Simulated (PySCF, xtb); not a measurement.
C₅H₅, SMILES C1=CC[C]=C1 (connectivity only; charge and spin as stated), charge +1, multiplicity 1.

GFN2-xTB run with xtb at its own geometry gives an orbital gap of 2.04 eV.

Geometry optimised at PBE0-D3(BJ)/def2-SVP. The spin state was assumed, not searched. The isomer is the one that the SMILES or the coordinates give; other isomers of the formula were not compared. Other conformers were not sampled.

### Question
What does PBE/def2-TZVP (PySCF) give? (An estimate is asked for; the answer gives what the named calculation found.)

### Answer
gap 2.41 eV (levels -12.35 and -9.94 eV).
